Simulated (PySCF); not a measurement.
**Radial density of O²⁺ (oxygen, charge +2)**

UHF, [He] 2s2 2p2, high-spin 3P determinant. All numbers are calculated (PySCF 2.14, the non-relativistic Hamiltonian (point nucleus), in aug-cc-pVTZ with one added diffuse shell each of s, p, d, f type (6s5p4d3f, 62 functions)).

```json
{"r (bohr)": "0.00366", "4πr²ρ (e/bohr)": "0.04988", "4πr²(ρα − ρβ)": "0.0000"}
{"r (bohr)": "0.00615", "4πr²ρ (e/bohr)": "0.1361", "4πr²(ρα − ρβ)": "0.0000"}
{"r (bohr)": "0.0103", "4πr²ρ (e/bohr)": "0.3591", "4πr²(ρα − ρβ)": "0.0001"}
{"r (bohr)": "0.0174", "4πr²ρ (e/bohr)": "0.9091", "4πr²(ρα − ρβ)": "0.0003"}
{"r (bohr)": "0.0293", "4πr²ρ (e/bohr)": "2.127", "4πr²(ρα − ρβ)": "0.0010"}
{"r (bohr)": "0.0493", "4πr²ρ (e/bohr)": "4.389", "4πr²(ρα − ρβ)": "0.0042"}
{"r (bohr)": "0.0828", "4πr²ρ (e/bohr)": "7.304", "4πr²(ρα − ρβ)": "0.0195"}
{"r (bohr)": "0.139", "4πr²ρ (e/bohr)": "8.558", "4πr²(ρα − ρβ)": "0.0943"}
{"r (bohr)": "0.234", "4πr²ρ (e/bohr)": "5.795", "4πr²(ρα − ρβ)": "0.3730"}
{"r (bohr)": "0.394", "4πr²ρ (e/bohr)": "2.827", "4πr²(ρα − ρβ)": "1.1126"}
{"r (bohr)": "0.663", "4πr²ρ (e/bohr)": "3.725", "4πr²(ρα − ρβ)": "1.8955"}
{"r (bohr)": "1.12", "4πr²ρ (e/bohr)": "3.018", "4πr²(ρα − ρβ)": "1.3753"}
{"r (bohr)": "1.88", "4πr²ρ (e/bohr)": "0.5816", "4πr²(ρα − ρβ)": "0.2667"}
{"r (bohr)": "3.16", "4πr²ρ (e/bohr)": "0.01261", "4πr²(ρα − ρβ)": "0.0055"}
```
